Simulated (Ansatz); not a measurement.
Ansatz (a first-principles code) input (CAM-B3LYP/def2-TZVPD):

Ansatz 0.2 input:
```yaml
crystal:
  periodic: [false, false, false]
  atoms:
    - {symbol: Mo, position_ang: [0.00000000, 0.00000000, -0.00000000]}
    - {symbol: C, position_ang: [1.75702749, -0.36817771, -1.09792073]}
    - {symbol: H, position_ang: [2.32486872, -1.19147413, -0.64919203]}
    - {symbol: H, position_ang: [2.39410748, 0.52373170, -1.11356631]}
    - {symbol: H, position_ang: [1.51411418, -0.63837541, -2.13213755]}
    - {symbol: C, position_ang: [0.50336938, 0.51500065, 1.97725161]}
    - {symbol: H, position_ang: [-0.40085830, 0.71068639, 2.56521206]}
    - {symbol: H, position_ang: [1.12790504, 1.41574731, 1.99237678]}
    - {symbol: H, position_ang: [1.05866628, -0.29945852, 2.45675106]}
    - {symbol: C, position_ang: [-1.06330129, 1.58378719, -0.88833488]}
    - {symbol: H, position_ang: [-1.98320536, 1.79016740, -0.32904802]}
    - {symbol: H, position_ang: [-1.33443532, 1.33312121, -1.92045454]}
    - {symbol: H, position_ang: [-0.45444203, 2.49522832, -0.90188330]}
    - {symbol: C, position_ang: [-1.19709559, -1.73061013, 0.00900400]}
    - {symbol: H, position_ang: [-1.46956840, -2.01444058, -1.01413673]}
    - {symbol: H, position_ang: [-2.11833844, -1.55739439, 0.57726979]}
    - {symbol: H, position_ang: [-0.65881386, -2.56753930, 0.46880879]}
basis:
  gaussian:
    orbitals: def2-TZVPD
hamiltonian:
  xc: {name: CAM-B3LYP}
magnetization: {spin_polarized: true, initial_magnetization: 2}
output: {forces: true}
```

End of the output:

```
integrals: 0.34 GiB planned
1679 factors; their error is unknown
integrals: 0.38 GiB planned
817 factors; integrals over basis functions are off by at most 1.9e-6 eV
0.46 GiB of the device are held for the grids
2.21 GiB of device memory are held for the factors and their scratch space
mean field: 2.55 GiB planned
mean field evaluation 1: about -6181.7066 eV, gradient 5.9e1 eV
mean field evaluation 2: about -6176.8111 eV, gradient 6.7e1 eV
mean field evaluation 4: about -6196.4514 eV, gradient 2.5e0 eV
mean field evaluation 8: about -6196.4895 eV, gradient 8.9e-2 eV
mean field evaluation 16: about -6196.5032 eV, gradient 9.2e-5 eV
mean field -6196.50317908 eV, -227.7172916903 hartree, gradient 4.0e-5 eV, S^2 2.016939; 0 other end points of the search recorded, 0 dependent functions left out
the calculation of the forces begins
reference -6196.50335516 eV, -227.7172981613 hartree; 26, 24 occupied and 270, 272 virtual orbitals, 1679 factors
Total energy: -6196.50335516 eV, -227.7172981613 hartree
Atom 0 at     0.000000     0.000000    -0.000000 Å, force    -0.000000     0.000000     0.000000 eV/Å
Atom 1 at     1.757027    -0.368178    -1.097921 Å, force    -0.081061     0.016985     0.050653 eV/Å
Atom 2 at     2.324869    -1.191474    -0.649192 Å, force    -0.009980     0.036062    -0.032521 eV/Å
Atom 3 at     2.394107     0.523732    -1.113566 Å, force    -0.013320    -0.046667    -0.010123 eV/Å
Atom 4 at     1.514114    -0.638375    -2.132138 Å, force     0.029125     0.009385     0.039005 eV/Å
Atom 5 at     0.503369     0.515001     1.977252 Å, force    -0.023223    -0.023760    -0.091222 eV/Å
Atom 6 at    -0.400858     0.710686     2.565212 Å, force     0.048599    -0.004335    -0.008768 eV/Å
Atom 7 at     1.127905     1.415747     1.992377 Å, force    -0.025135    -0.038341     0.018860 eV/Å
Atom 8 at     1.058666    -0.299459     2.456751 Å, force    -0.021795     0.044384    -0.003537 eV/Å
Atom 9 at    -1.063301     1.583787    -0.888335 Å, force     0.049056    -0.073070     0.040984 eV/Å
Atom 10 at    -1.983205     1.790167    -0.329048 Å, force     0.033833     0.005738    -0.035776 eV/Å
Atom 11 at    -1.334435     1.333121    -1.920455 Å, force     0.002542     0.027781     0.040978 eV/Å
Atom 12 at    -0.454442     2.495228    -0.901883 Å, force    -0.039900    -0.028268    -0.008148 eV/Å
Atom 13 at    -1.197096    -1.730610     0.009004 Å, force     0.055229     0.079842    -0.000416 eV/Å
Atom 14 at    -1.469568    -2.014441    -1.014137 Å, force     0.001281    -0.003456     0.049438 eV/Å
Atom 15 at    -2.118338    -1.557394     0.577270 Å, force     0.032574    -0.025501    -0.027320 eV/Å
Atom 16 at    -0.658814    -2.567539     0.468809 Å, force    -0.037823     0.023221    -0.022088 eV/Å
Dipole moment:     0.000000    -0.000000    -0.000000 e Å
```

The spin state was set by rule; other spins were not relaxed.
